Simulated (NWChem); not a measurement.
System: C$_{3}$H$_{4}$ClFSi; SMILES C1[Si@@H](C(F)=C1)Cl

Input file for NWChem:

```
start job
memory heap 200 mb stack 900 mb global 1100 mb
geometry units angstroms noautoz
  F     -1.546543     1.974791    -0.074182
  C     -0.412346     1.270051    -0.034360
  C      0.814242     1.662222    -0.430268
  C      1.745574     0.473237    -0.184194
  Si     0.218618    -0.363754     0.597653
  Cl    -0.478804    -2.123107    -0.268682
  H      1.110461     2.632432    -0.828619
  H      2.125090     0.010479    -1.101183
  H      2.591092     0.690554     0.478212
  H      0.208073    -0.596550     2.062649
end
basis spherical
  * library def2-tzvp
end
dft
  xc b3lyp
  iterations 150
  semidirect filesize 400000000
  mulliken
end
task dft energy
```

Excerpt of the output:

```
             Northwest Computational Chemistry Package (NWChem) 7.3.0
             --------------------------------------------------------

 C1  symmetry detected

                             Geometry "geometry" -> ""
                             -------------------------

 Output coordinates in angstroms (scale by  1.889725989 to convert to a.u.)

  No.       Tag          Charge          X              Y              Z
 ---- ---------------- ---------- -------------- -------------- --------------
    1 F                    9.0000    -1.54130606     1.98262167    -0.04327735
    2 C                    6.0000    -0.40842873     1.27507962    -0.01837175
    3 C                    6.0000     0.81578031     1.66770602    -0.42113236
    4 C                    6.0000     1.74637935     0.47472755    -0.19221136
    5 Si                  14.0000     0.22394704    -0.36513937     0.59535241
    6 Cl                  17.0000    -0.48451582    -2.11593174    -0.27932652
    7 H                    1.0000     1.11094911     2.64042717    -0.81410260
    8 H                    1.0000     2.11735346     0.01851192    -1.11594926
    9 H                    1.0000     2.59776151     0.68484804     0.46498487
   10 H                    1.0000     0.22481529    -0.60967054     2.05847311

 Effective nuclear repulsion energy (a.u.)     337.3392530359

                                 NWChem DFT Module
                                 -----------------

 Summary of "ao basis" -> "ao basis" (spherical)
 ------------------------------------------------------------------------------
       Tag                 Description            Shells   Functions and Types
 ---------------- ------------------------------  ------  ---------------------
 F                         def2-tzvp                11       31   5s3p2d1f
 C                         def2-tzvp                11       31   5s3p2d1f
 Si                        def2-tzvp                13       37   5s5p2d1f
 Cl                        def2-tzvp                13       37   5s5p2d1f
 H                         def2-tzvp                 4        6   3s1p

            General Information
            -------------------
          SCF calculation type: DFT
          Wavefunction type:  closed shell.
          No. of atoms     :    10
          No. of electrons :    62
           Alpha electrons :    31
            Beta electrons :    31
          Charge           :     0
          Spin multiplicity:     1
          Use of symmetry is: off; symmetry adaption is: off
          Maximum number of iterations: 150
          AO basis - number of functions:   222
                     number of shells:    86
          Convergence on energy requested:  1.00D-06
          Convergence on density requested:  1.00D-05
          Convergence on gradient requested:  5.00D-04

              XC Information
              --------------
                         B3LYP Method XC Potential
                     Hartree-Fock (Exact) Exchange  0.200
                        Slater Exchange Functional  0.800 local
                    Becke 1988 Exchange Functional  0.720 non-local
              Lee-Yang-Parr Correlation Functional  0.810
                  VWN I RPA Correlation Functional  0.190 local

             Grid Information
             ----------------
          Grid used for XC integration:  medium
          Radial quadrature: Mura-Knowles
          Angular quadrature: Lebedev.
          Tag              B.-S. Rad. Rad. Pts. Rad. Cut. Ang. Pts.
          ---              ---------- --------- --------- ---------
          F                   0.50       49          12.0       434
          C                   0.70       49          11.0       434
          Si                  1.10       88          11.0       590
          Cl                  1.00       88          13.0       590
          H                   0.35       45          12.0       434
          Grid pruning is: on
          Number of quadrature shells:   552
          Spatial weights used:  Erf1

      Superposition of Atomic Density Guess
      -------------------------------------

 Sum of atomic energies:        -962.74439887

      Non-variational initial energy
      ------------------------------

 Total energy =    -965.559380
 1-e energy   =   -1999.722806
 2-e energy   =     696.824173
 HOMO         =      -0.294844
 LUMO         =       0.006057

------------------------------------------------------------
EAF file 0: "./job.aoints.0" size=1132462080 bytes
------------------------------------------------------------
               write      read    awrite     aread      wait
               -----      ----    ------     -----      ----
     calls:     2160         0         0         0         0
   data(b): 1.13e+09  0.00e+00  0.00e+00  0.00e+00
   time(s): 0.00e+00  0.00e+00  0.00e+00  0.00e+00  0.00e+00
rate(mb/s): 0.00e+00  0.00e+00
------------------------------------------------------------

     ---------------------------------------------
      Total Density - Mulliken Population Analysis
     ---------------------------------------------

    Atom       Charge   Shell Charges
 -----------   ------   -------------------------------------------------------
    1 F    9     9.34   0.77  1.20  0.61  1.00  0.31  2.31  2.30  0.83  0.00  0.01  0.00
    2 C    6     5.80   0.86  1.12  0.55  0.67  0.13  1.02  1.15  0.20  0.03  0.09  0.01
    3 C    6     6.15   0.86  1.12  0.57  0.60  0.10  1.19  1.27  0.37  0.02  0.05  0.01
    4 C    6     6.55   0.86  1.12  0.55  0.70  0.09  1.24  1.50  0.43  0.01  0.05  0.00
    5 Si  14    13.20   2.00  0.59  1.39  0.84  0.41  4.10  1.73  0.47  1.03  0.28  0.13  0.17  0.05
    6 Cl  17    17.41   2.01  0.45  1.52  1.11  0.84  4.19  1.69  1.11  2.96  1.51  0.00  0.02  0.00
    7 H    1     0.85   0.24  0.45  0.14  0.02
    8 H    1     0.83   0.24  0.44  0.13  0.02
    9 H    1     0.83   0.24  0.44  0.13  0.02
   10 H    1     1.04   0.23  0.54  0.27  0.01

[...]
```

Level: B3LYP/def2-TZVP. Structure relaxed at the B3LYP/6-31G* (spherical d) level.
